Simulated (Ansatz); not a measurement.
This geometry of F3HSSi + FH (8 atoms, charge 0, multiplicity 1) is a first-order saddle point.

These are results of Ansatz 0.2.0, RKS BLYP/cc-pVDZ, not measurements.

```xyz
8
Properties=species:S:1:pos:R:3
Si -0.526 -0.337 -0.402
S 1.142 -0.179 1.296
F -0.277 -1.356 -1.667
F -1.480 -1.320 0.536
F -1.562 0.933 -0.556
H 1.418 0.662 -0.015
F 0.836 0.779 -1.122
H 0.448 0.818 1.930
```

(1) Which two structures does it join? (They come from a converged band through this point; their orientation in space is the band's.)

(2) How far does it lie above each of them?

Answers

(1) Bonds broken: Si1–S2, H6–F7. Bonds formed: Si1–F7, S2–H6. F3HSSi + FH becomes F4Si + H2S.

Initial state:

```xyz
8
Properties=species:S:1:pos:R:3
Si -0.667 -0.501 -0.098
S 1.008 -0.149 1.219
F -0.234 -1.470 -1.339
F -1.841 -1.275 0.752
F -1.377 0.865 -0.659
H 1.533 1.364 -0.643
F 1.389 1.004 -1.505
H 0.190 0.162 2.274
```

Final state:

```xyz
8
Properties=species:S:1:pos:R:3
Si -0.756 -0.637 -0.896
S 1.457 0.735 2.029
F -1.636 -0.893 -2.243
F -0.708 -2.008 -0.025
F -1.452 0.562 -0.038
H 1.971 0.906 0.773
F 0.749 -0.188 -1.336
H 0.375 1.523 1.736
```

(2) 13.0 kcal/mol above the first and 31.2 kcal/mol above the second. This is the barrier of this one path; another mechanism may lie lower. The orbitals stay closed-shell, which can raise the energy where a bond breaks towards radicals; this wasn't checked here.

Run time: 3.7 min on 2 threads of Arm Neoverse V2, on a shared host, peak memory 0.15 GiB.
